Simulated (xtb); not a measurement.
ClLi, charge +1, doublet, geometry from GFN2-xTB (such geometries of metal compounds can be far from the true shape) (a state made from the parent by changing its charge; the spin is typed, not shown lowest). Base run: GFN2-xTB (xtb).

Input for xtb:
```
$ xtb mol.xyz --gfn 2 --chrg 1 --uhf 1 --json

# file mol.xyz
2

Li    -0.00000000    -0.00000000    -1.95078436
Cl     0.00000000     0.00000000     0.34425606
```

Each row names what was changed in the base input (with any setting that the change needs).

```json
[
 {"change": "base", "ΔE vs base (kJ/mol)": "0.00", "G_solv (kcal/mol)": "-", "SCF cycles": "11"},
 {"change": "acc = 30", "ΔE vs base (kJ/mol)": "0.00", "G_solv (kcal/mol)": "-", "SCF cycles": "8"},
 {"change": "alpb = dmso", "ΔE vs base (kJ/mol)": "-252.4", "G_solv (kcal/mol)": "-60.36", "SCF cycles": "9"},
 {"change": "gbsa = chcl3", "ΔE vs base (kJ/mol)": "-232.3", "G_solv (kcal/mol)": "-55.66", "SCF cycles": "10"},
 {"change": "etemp = 3000", "ΔE vs base (kJ/mol)": "-40.6", "G_solv (kcal/mol)": "-", "SCF cycles": "9"}
]
```

ALPB and GBSA are two models with their own fitted parameters for each solvent, which aren't always the measured dielectric constant.
